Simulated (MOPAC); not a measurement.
Input file for MOPAC: PM7 on AlH3Se2 (SMILES [SeH][AlH][SeH]), a point of a torsion scan.

```
PM7 1SCF PRECISE CHARGE=0 THREADS=1
AlH3Se2

Se    -2.35709374 1    -0.27594460 1    -0.49537594 1
Al    -0.29050431 1     0.58174805 1    -1.04673749 1
Se     0.18925446 1     2.51711965 1    -2.20282161 1
H     -1.76484890 1    -0.86880707 1     0.68085287 1
H      0.92392528 1    -0.23314515 1    -0.58320596 1
H      1.58419468 1     2.14729712 1    -2.15217323 1
```

Program output:

```
*******************************************************************************
 **                                                                           **
 **                              MOPAC v23.2.5                                **
 **                                                                           **
 *******************************************************************************
 ** MOPAC's Digital Object Identifier: https://doi.org/10.5281/zenodo.6511958 **
 **                                                                           **
 ** Please cite the open-source release paper for use of this MOPAC version:  **
 ** J. E. Moussa and J. J. P. Stewart (2026)                                  **
 ** MOPAC: An open-source semiempirical molecular orbital program             **
 ** J. Open Source Softw., 11(119), 8025, https://doi.org/10.21105/joss.08025 **
 *******************************************************************************

                              PM7 CALCULATION RESULTS

 *******************************************************************************
 *  PM7        - The PM7 Hamiltonian to be used
 *
 *
 *
 *                 CHARGE ON SYSTEM = 0
 *
 *
 *
 *  PRECISE    - TIGHTER CRITERIA TO BE USED
 *  1SCF       - DO 1 SCF AND THEN STOP
 *  THREADS=1  - MULTI-THREADING NOT USED
 *  T=         - A TIME OF 172800.0 SECONDS REQUESTED
 *  DUMP=N     - RESTART FILE WRITTEN EVERY 7200.0 SECONDS REQUESTED
 *******************************************************************************
PM7 1SCF PRECISE CHARGE=0 THREADS=1
 AlH3Se2

   ATOM   CHEMICAL          X               Y               Z
  NUMBER   SYMBOL      (ANGSTROMS)     (ANGSTROMS)     (ANGSTROMS)

     1      Se         -2.35709374  *  -0.27594460  *  -0.49537594  *
     2      Al         -0.29050431  *   0.58174805  *  -1.04673749  *
     3      Se          0.18925446  *   2.51711965  *  -2.20282161  *
     4       H         -1.76484890  *  -0.86880707  *   0.68085287  *
     5       H          0.92392528  *  -0.23314515  *  -0.58320596  *
     6       H          1.58419468  *   2.14729712  *  -2.15217323  *



          CARTESIAN COORDINATES

    NO.       ATOM           X           Y           Z

     1        Se         -2.3571     -0.2759     -0.4954
     2        Al         -0.2905      0.5817     -1.0467
     3        Se          0.1893      2.5171     -2.2028
     4         H         -1.7648     -0.8688      0.6809
     5         H          0.9239     -0.2331     -0.5832
     6         H          1.5842      2.1473     -2.1522

 General Reference for PM7:
 "Optimization of Parameters for Semiempirical Methods VI: More Modifications to the
 NDDO Approximations and Re-optimization of Parameters", J. J. P. Stewart, J. Mol. Mod., 1:32, 19 (2013)
 https://link.springer.com/article/10.1007/s00894-012-1667-x

           Empirical Formula: H3 Se2 Al  =     6 atoms



      MOLECULAR POINT GROUP   :   C1


      RHF CALCULATION, NO. OF DOUBLY OCCUPIED LEVELS = 9


 -------------------------------------------------------------------------------
 PM7 1SCF PRECISE CHARGE=0 THREADS=1
 AlH3Se2



     1SCF WAS SPECIFIED, SO BFGS WAS NOT USED
     SCF FIELD WAS ACHIEVED


                              PM7 CALCULATION
                                                       MOPAC v23.2.5 Linux




          FINAL HEAT OF FORMATION =         13.13109 KCAL/MOL =      54.94050 KJ/MOL


          COSMO AREA              =        130.73 SQUARE ANGSTROMS
          COSMO VOLUME            =        122.21 CUBIC ANGSTROMS

          IONIZATION POTENTIAL    =          8.360693 EV
          HOMO LUMO ENERGIES (EV) =         -8.361 -3.415
          NO. OF FILLED LEVELS    =          9
          MOLECULAR WEIGHT        =        187.9252         POINT GROUP:  C1

          MOLECULAR DIMENSIONS (Angstroms)

            Atom       Atom       Distance
            H     6    H     4     5.32344
            H     5   Se     3     2.62550
            H     4   Se     1     0.76642


          SCF CALCULATIONS        =          1





   ATOM   CHEMICAL          X               Y               Z
  NUMBER   SYMBOL      (ANGSTROMS)     (ANGSTROMS)     (ANGSTROMS)

     1      Se         -2.35709374  *  -0.27594460  *  -0.49537594  *
     2      Al         -0.29050431  *   0.58174805  *  -1.04673749  *
     3      Se          0.18925446  *   2.51711965  *  -2.20282161  *
     4       H         -1.76484890  *  -0.86880707  *   0.68085287  *
     5       H          0.92392528  *  -0.23314515  *  -0.58320596  *
     6       H          1.58419468  *   2.14729712  *  -2.15217323  *

                             CARTESIAN COORDINATES

   1   Se       -2.357093740    -0.275944600    -0.495375940
   2   Al       -0.290504310     0.581748050    -1.046737490
   3   Se        0.189254460     2.517119650    -2.202821610
   4    H       -1.764848900    -0.868807070     0.680852870
   5    H        0.923925280    -0.233145150    -0.583205960
   6    H        1.584194680     2.147297120    -2.152173230


           Empirical Formula: H3 Se2 Al  =     6 atoms



      MOLECULAR POINT GROUP   :   C1


                  EIGENVALUES
 -24.38033 -23.73678 -14.53960 -12.37218 -12.03815 -11.84851 -10.77697  -8.67648
  -8.36069  -3.41463  -2.25606   0.39485   1.53748   1.69767   2.93934  23.83093
  23.90377  24.25412  24.46935  26.04858


              NET ATOMIC CHARGES AND DIPOLE CONTRIBUTIONS

  ATOM NO.   TYPE          CHARGE      No. of ELECS.   s-Pop       p-Pop       d-Pop
    1         Se           0.384060        5.6159     1.91479     3.70115
    2         Al          -1.531116        4.5311     0.12687     4.06699     0.33726
    3         Se           0.452781        5.5472     1.91504     3.63218
    4          H           0.185679        0.8143     0.81432
    5          H           0.322998        0.6770     0.67700
    6          H           0.185597        0.8144     0.81440
 DIPOLE           X         Y         Z       TOTAL
 POINT-CHG.    -0.528     1.465    -0.223     1.573
 HYBRID         0.205     0.051     0.219     0.304
 SUM           -0.323     1.515    -0.004     1.549


          ATOMIC ORBITAL ELECTRON POPULATIONS

     Atom    s        px        py        pz      x^2-y^2     xz        z^2       yz        xy
    1 Se   1.91479   1.11016   1.43260   1.15840
    2 Al   0.12687   1.32807   1.36590   1.37302   0.07021   0.04997   0.05305   0.06522   0.09880
    3 Se   1.91504   1.19377   1.14284   1.29558
    4  H   0.81432
    5  H   0.67700
    6  H   0.81440

 **********************
 *                    *
 * JOB ENDED NORMALLY *
 *                    *
 **********************




 == MOPAC DONE ==
```

The run finished.

Cost: about 0.03 core-seconds (a rough figure).
